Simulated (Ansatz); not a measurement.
Isomers of Zr$_{3}$O$_{7}$H$_{2}$ (singlet), relaxed with PBE0-D4/def2-SVP; total energies from Ansatz at B2PLYP/def2-TZVP.

| isomer | description | energy (Eh) |
| --- | --- | --- |
| A | point group not assigned; 13 × O–Zr 1.75 to 2.32 Å; 1 × O–O 1.48 Å; 1 × H–Zr 1.89 Å; 1 × H–O 0.96 Å | -669.09115 |
| B | point group not assigned; 13 × O–Zr 1.75 to 2.29 Å; 1 × O–O 1.48 Å; 1 × H–Zr 1.91 Å; 1 × H–O 0.96 Å | -669.09327 |
| C | point group not assigned; 14 × O–Zr 1.75 to 2.32 Å; 2 × O–O 1.47 Å; 2 × H–Zr 1.88 to 1.89 Å | -668.91328 |

In the def2 sets Zr takes a core potential; there is no spin–orbit coupling. Correlated methods freeze 7 core orbitals; core or outer-core shells of Zr are correlated, in sets that lack core-valence functions.

A: The test of the restricted singlet for broken spin symmetry was undecided. B: The test of the restricted singlet for broken spin symmetry was undecided. C: The test of the restricted singlet for broken spin symmetry was undecided.

The isomers come from a short search, and lower ones may exist.

Question: Work out the relative energies (1 Eh = 2625.5 kJ/mol) and the Boltzmann populations at 1200 K from electronic energies alone (R = 8.314 J/mol/K).

Answer: ΔE: A 5.6, B 0.0, C 472.6 kJ/mol. RT = 9.98 kJ/mol. Factors exp(−ΔE/RT): A 0.571, B 1, C 2.72e-21; sum 1.571. Populations: A 36.3 %, B 63.7 %, C 0.0 %. Zero-point energy, vibrational entropy and symmetry numbers are left out and can shift these; an error of 4 kJ/mol changes a ratio by a factor of 1.5. Over the other density-functional and correlated levels in def2 sets, the gap between B and A ranges from 1 to 7 kJ/mol.
